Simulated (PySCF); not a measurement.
An equivalent PySCF input for Mg (magnesium, neutral), [Ne] 3s2, closed-shell 1S, with scalar relativity by spin-free X2C-1e:

```python
from pyscf import gto, scf, dft, mp, cc
import basis_set_exchange as bse
mol = gto.M(atom="Mg 0 0 0", charge=0, spin=0, symmetry="D2h",
            basis=gto.basis.parse(bse.get_basis("x2c-TZVPall", elements=["Mg"], fmt="nwchem", header=False)),
            nucmod="G")
mf = dft.UKS(mol, xc="LDA,VWN").sfx2c1e()
mf.irrep_nelec = {'Ag': (3, 3), 'B1u': (1, 1), 'B2u': (1, 1), 'B3u': (1, 1)}
mf.kernel()
```

It reaches the same state as the run whose output follows, with an energy that differs only through the grid. The run itself started from symmetry-adapted Hartree-Fock orbitals and held the occupation by maximum overlap, on a logarithmic radial grid, so the iterations belong to that start.

```
SCF conv_tol = 1e-09
number electrons alpha = 6  beta = 6
XC functionals = LDA,VWN
    P. A. M. Dirac.,  Math. Proc. Cambridge Philos. Soc. 26, 376 (1930)
    F. Bloch.,  Z. Phys. 57, 545 (1929)
    S. H. Vosko, L. Wilk, and M. Nusair.,  Can. J. Phys. 58, 1200 (1980)
cycle= 1 E= -199.427566127374  delta_E= -0.00586  |g|= 0.0645  |ddm|= 0.222
cycle= 2 E= -199.42791673501  delta_E= -0.000351  |g|= 0.0451  |ddm|= 0.0409
cycle= 3 E= -199.428274463148  delta_E= -0.000358  |g|= 0.000867  |ddm|= 0.0238
cycle= 4 E= -199.428274881125  delta_E= -4.18e-07  |g|= 1.64e-06  |ddm|= 0.00343
cycle= 5 E= -199.428274881128  delta_E= -3.13e-12  |g|= 6.29e-08  |ddm|= 1.08e-05
converged SCF energy = -199.428274881128  <S^2> = -8.8817842e-16  2S+1 = 1
```
